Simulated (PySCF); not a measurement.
A GIAO shielding run with PySCF (density fitting, non-relativistic, gas phase) on SMILES N#C[SiH2]S[SiH2]O[SiH3], CH7NOSSi3:

```
{"job": {"kind": "nmr", "xc": "PBE0", "basis": "pcSseg-1"}, "charge": 0, "multiplicity": 1}
N      3.405771     1.455992     1.318885
C      3.142467     0.494880     0.753943
Si     2.642549    -1.046440    -0.174359
S      0.523092    -1.276448    -0.004776
Si    -0.228562     0.665889    -0.563801
O     -1.824962     0.582803    -0.491029
Si    -3.303613    -0.004154    -0.122177
H      3.219944    -2.204094     0.484812
H      3.047861    -0.822918    -1.558320
H      0.127464     0.911824    -1.952309
H      0.244613     1.635636     0.406264
H     -3.813314     0.895017     0.909204
H     -3.151100    -1.375506     0.350358
H     -4.032889     0.087048    -1.383839
```

Hardware: 1 thread of an x86-64 server CPU, shared host. The job also computes population analyses, field gradients.

Question: How large is the calculation?

Answer: 86 electrons, 182 basis functions and 1038 auxiliary functions.

Question: How long does it take?

Answer: 27 s of wall time, with 14 SCF cycles and 5 response iterations. Times on a shared host scatter by some tens of per cent.
